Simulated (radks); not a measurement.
Values are calculated unless marked as measured or tabulated.
Effect of the nuclear size on neutral cobalt, [Ar] 3d7 4s2. Code: a radial shooting solver on a logarithmic mesh with Libxc functionals. Model: Dirac Kohn-Sham, PBE, spin-unpolarised, spherical densities, finite nucleus; open shells fill j = l - 1/2 first; Fermi nuclear charge, rms radius 3.7875 fm. The rms radius is varied about that value; shifts are against it.

rms radius (fm),total energy shift (eV),density at nucleus (e/bohr^3),1s1/2 shift (meV),2s1/2 shift (meV),2p1/2 shift (meV),3s1/2 shift (meV)
3.2875,-0.0333,1.735e+04,-14.1,-1.29,0.130,-0.183
3.4353,-0.0239,1.731e+04,-10.1,-0.928,0.094,-0.131
3.7875,0,1.724e+04,0.000,0.000,0.000,0.000
4.0791,0.0215,1.718e+04,9.11,0.834,-0.084,0.118
4.6094,0.0644,1.708e+04,27.3,2.50,-0.253,0.353

Slopes of the eigenvalues against <r^2> in GHz/fm^2, as finite differences over the two radii next to the reference (eigenvalue slopes, not the field-shift constants of lines): 1s1/2 962, 2s1/2 88.1, 2p1/2 -8.89, 3s1/2 12.4.
